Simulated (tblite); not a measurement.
C7H13NOSi.
Numbering: `[CH3:1][C@@H:2]([SiH3:3])[C@:4]([CH3:5])([CH:6]=[O:7])[CH2:8][C:9]#[N:10]` (hydrogens: H11, H12, H13 on C1; H14 on C2; H15, H16, H17 on Si3; H18, H19, H20 on C5; H21 on C6; H22, H23 on C8)

Cartesian coordinates in Å at the GFN2-xTB level; atoms count from 1:
```
atom  x, y, z in Å
C1    -1.7252    0.7631    0.6664
C2    -0.7393   -0.3542    0.3357
Si3   -1.5146   -1.6032   -0.9125
C4     0.6314    0.1829   -0.1000
C5     0.5377    1.2365   -1.2153
C6     1.4415   -0.9409   -0.6885
O7     0.9721   -1.9309   -1.1738
C8     1.4228    0.7900    1.0820
C9     1.7088   -0.2023    2.0859
N10    1.9394   -0.9961    2.8753
H11   -1.3173    1.4761    1.3836
H12   -2.0259    1.3050   -0.2268
H13   -2.6198    0.3328    1.1083
H14   -0.5626   -0.9157    1.2610
H15   -1.2529   -2.9842   -0.5397
H16   -1.2369   -1.2553   -2.3053
H17   -2.9649   -1.3867   -0.7468
H18    1.5254    1.4590   -1.6184
H19    0.1119    2.1582   -0.8268
H20   -0.0909    0.8713   -2.0225
H21    2.5365   -0.7827   -0.6864
H22    0.8457    1.5959    1.5422
H23    2.3721    1.2083    0.7322
```

Computed with GFN2-xTB (tblite): harmonic, unscaled wavenumbers at the GFN2-xTB geometry, gas phase. Errors from tens to a few hundred cm⁻¹ against measured bands are possible. Modes of hydrogen on silicon can be 10 to 20 % off. One conformer, not necessarily the lowest.

Harmonic wavenumbers (cm⁻¹): 48.0, 61.0, 85.9, 140.3, 188.6, 203.9, 226.7, 266.0, 282.8, 307.9, 315.2, 326.1, 338.0, 354.8, 384.1, 446.1, 541.0, 571.2, 600.8, 634.5, 686.6, 746.6, 805.2, 858.5, 877.2, 882.1, 898.3, 944.1, 974.6, 1002.0, 1017.8, 1050.4, 1088.6, 1111.9, 1129.1, 1182.6, 1241.3, 1263.9, 1280.5, 1327.5, 1366.1, 1401.5, 1417.8, 1433.6, 1487.7, 1490.0, 1512.5, 1522.5, 1782.6, 2164.8, 2263.5, 2341.7, 2412.8, 2777.7, 2923.5, 2944.5, 2973.1, 2989.9, 3012.6, 3033.9, 3041.0, 3050.2, 3057.2.

A = 1451, B = 881.8, C = 825.6 MHz; mass 155.077 u (most abundant isotopes); point group C1, symmetry number 1.

Question: Zero-point energy?

Answer: Half the sum of the wavenumbers: 39546 cm⁻¹ = 113.07 kcal/mol.

Question: What is S at 273.15 K and 1 bar for an ideal gas of classical rigid rotors and harmonic oscillators?

Answer: Translation 40.62, rotation 29.84, vibration 34.26: S = 104.7 cal/(mol K).

Question: And Cp and H(273.15 K) − H(0)?

Answer: Cp = 45.49 cal/(mol K), of which vibrations give 37.54 (their classical limit is 63 R = 125.2); H(273.15 K) − H(0) = 7.30 kcal/mol without the zero-point energy, 5.13 from vibrations.

Question: Blend soft modes into free rotors: weight 1/[1 + (100 cm⁻¹/ν̃)⁴] for the oscillator and the rest for a rotor with moment μB/(μ + B), μ = h/(8π²ν), B = 10⁻⁴⁴ kg m². What vibrational entropy results?

Answer: 31.81 cal/(mol K) in place of 34.26, which changes −T·S at 273.15 K by +0.67 kcal/mol.

Question: How do the functions run with temperature in this model?

Answer: 
| T (K) | S (cal/(mol K)) | Cp (cal/(mol K)) | H − H(0) (kcal/mol) | G − H(0) (kcal/mol) | ln q(vib) |
| --- | --- | --- | --- | --- | --- |
| 50 | 60.5 | 13.8 | 0.52 | -2.51 | 0.60 |
| 100 | 72.4 | 21.7 | 1.40 | -5.84 | 1.97 |
| 298.15 | 108.8 | 48.6 | 8.48 | -23.97 | 8.65 |
| 373.15 | 120.7 | 57.5 | 12.46 | -32.58 | 11.24 |
| 500 | 139.4 | 70.4 | 20.61 | -49.10 | 15.54 |
| 750 | 171.7 | 88.8 | 40.68 | -88.11 | 23.62 |
| 1000 | 199.1 | 101.0 | 64.52 | -134.55 | 31.06 |

q(vib) and H(0) count from the zero-point level.

Question: What must be added to the electronic energy to get the Gibbs energy at 273.15 K and 1 bar?

Answer: ZPE + [H(273.15 K) − H(0)] − T·S = 113.07 + 7.30 − 28.60 = 91.77 kcal/mol.

Question: Which modes carry the vibrational entropy at 273.15 K?

Answer: 48.0 cm⁻¹: 4.72; 61.0 cm⁻¹: 4.25; 85.9 cm⁻¹: 3.58; 140.3 cm⁻¹: 2.63; 188.6 cm⁻¹: 2.08; 203.9 cm⁻¹: 1.94 cal/(mol K); the other 57 give 15.05 together.

Hindered rotation and anharmonicity are outside this model. Other conformers, if any are populated, would add a mixing term that is left out. The structure is chiral; the term R ln 2 for an equal mix with its mirror image is left out.
